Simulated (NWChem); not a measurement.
Molecule: C3H5Br; SMILES Br/C=C\C

```xyz
9

C     -0.8760     2.1946     0.0000
C      0.5484     1.7319     0.0000
C      1.0183     0.4864     0.0000
Br    -0.0692    -1.0931     0.0000
H     -1.5769     1.3567     0.0000
H     -1.0786     2.8170    -0.8813
H     -1.0786     2.8170     0.8813
H      1.3123     2.5113     0.0000
H      2.0729     0.2416     0.0000
```
Atoms are numbered in this order, from 1.

All runs: NWChem. Coordinates come from a B3LYP/6-31G* (spherical d) optimisation. B3LYP is NWChem's, with the RPA form of VWN correlation. Field at 589 nm.

Question: Estimate the computed values for B3LYP/aug-cc-pVDZ. Quantities: isotropic polarisability (bohr³); anisotropy (bohr³).

Answer: 
| Item | Result |
|---|---|
| isotropic polarisability (bohr³) | 63.7 |
| anisotropy (bohr³) | 35.4 |
